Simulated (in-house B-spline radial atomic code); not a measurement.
Configurations of Cs, with energies counted from [Xe] 6s1. Level of theory: scalar-relativistic (X2C) SCAN, spin-polarised, spherical fractional occupations, Fermi nucleus of rms radius 4.8041 fm; calculated with an all-electron radial atomic-structure program (B-spline basis). Shells without spins written out take the highest spin.

Occupations are held fixed; configurations that lie above the ionisation limit could autoionise.

```
                         configuration  E - E(ref) (eV)  highest orbital  its <r> (bohr)
                 [Xe] 5d(0 up, 1 down)           1.8035          5d down           7.052
                              [Xe] 7p1           2.5508            7p up           16.31
                              [Xe] 6d1           2.5762            6d up           14.58
                              [Xe] 5f1           3.1984            5f up           30.59
[Ar] 3d10 4s2 4p5 4d10 5s2 5p6 6s1 7f1            173.1            7f up           44.55
```

(1) Order these further configurations by energy, lowest first.
A. [Ar] 3d10 4s2 4p(2 up, 3 down) 4d10 5s2 5p6 5d(0 up, 1 down) 6s(0 up, 1 down)
B. [Ar] 3d10 4s2 4p5 4d10 5s2 5p6 6s1 7s1
C. [Kr] 4d10 5s2 5p(2 up, 3 down) 5f(1 up, 0 down) 6s(1 up, 0 down)
D. [Kr] 4d10 5s2 5p5 5f1 6s1
E. [Kr] 4d9 5s2 5p6 6s1 7d1

(2) How far above the reference does [Kr] 4d10 4f1 5s1 5p6 6s1 lie?

## Answers

(1) D (17.37 eV), C (17.398 eV), E (83.007 eV), A (169.32 eV), B (171.59 eV).

(2) 31.208 eV; its least bound orbital is 4f up with <r> = 16.02 bohr.
